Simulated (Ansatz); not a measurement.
Geometry optimisation, RKS LDA/def2-SVP in Ansatz.

input.yaml

```yaml
crystal:
  periodic: [false, false, false]
  atoms:
    - { symbol: "N", position_ang: [-0.9006, 1.3598, -0.5745] }
    - { symbol: Si, position_ang: [-0.2173, -0.1298, -0.6154] }
    - { symbol: O, position_ang: [0.9786, 0.1306, -1.7113] }
    - { symbol: Si, position_ang: [0.6169, -0.9596, 1.4474] }
    - { symbol: F, position_ang: [1.6898, -0.0242, 2.0342] }
    - { symbol: H, position_ang: [-1.1972, 1.6682, -1.5436] }
    - { symbol: H, position_ang: [-1.8053, 1.3568, -0.0787] }
    - { symbol: H, position_ang: [0.70388, -0.56387, -2.36118] }
    - { symbol: H, position_ang: [1.5769, 0.9131, -1.4566] }
    - { symbol: H, position_ang: [1.1041, -2.3387, 1.3074] }
    - { symbol: H, position_ang: [-0.6, -1.0255, 2.4381] }
basis:
  gaussian: { orbitals: def2-SVP }
hamiltonian:
  xc: lda
relax:
  f_tol: 0.02
  max_steps: 50
output:
  orbitals: {}
```

Run as:

```bash
$ ansatz run input.yaml --threads 2 --pin off --max-ram 3072MiB --backend cpu --events-out ev --progress --plain --runs-dir out
```

**Question.** Where does it end, and by what steps?

**Answer.** The forces met the threshold. After 29 steps the energy has fallen by 3.644 eV; H7 moved furthest, 1.69 Å. Parted: O3–H9 (1.02 → 2.20 Å). Joined: N1–H9 (2.67 → 1.04 Å).

| step | energy less start (eV) | largest force component (eV/Å) | accepted |
| --- | --- | --- | --- |
| 0 | 0.0000 | 6.413 | yes |
| 2 | -1.8038 | 1.352 | yes |
| 4 | -2.4161 | 1.278 | yes |
| 6 | -2.6604 | 1.200 | yes |
| 8 | -2.8475 | 0.550 | yes |
| 10 | -2.9712 | 0.399 | yes |
| 12 | -3.0273 | 0.229 | yes |
| 14 | -3.0438 | 0.230 | yes |
| 16 | -3.0473 | 0.050 | yes |
| 18 | -3.0489 | 0.062 | yes |
| 20 | -3.0690 | 1.168 | yes |
| 22 | -3.3010 | 1.065 | yes |
| 24 | -3.6059 | 0.318 | yes |
| 26 | -3.6339 | 0.325 | yes |
| 28 | -3.6443 | 0.031 | yes |
| 29 | -3.6445 | 0.015 | yes |

```xyz
11
Properties=species:S:1:pos:R:3
N -0.374 1.285 -0.632
Si -0.525 -0.690 -1.044
O 1.056 -0.592 -1.747
Si 0.260 -0.952 1.236
F 0.317 0.624 1.830
H -1.127 1.895 -0.982
H -0.188 1.443 0.390
H 1.028 -0.906 -2.669
H 0.503 1.458 -1.161
H 1.651 -1.511 1.457
H -0.652 -1.668 2.206
```

Run time: 39 s on 2 threads of Intel(R) Xeon(R) Platinum 8488C (Sapphire Rapids), with other jobs on the host, peak memory 0.16 GiB.
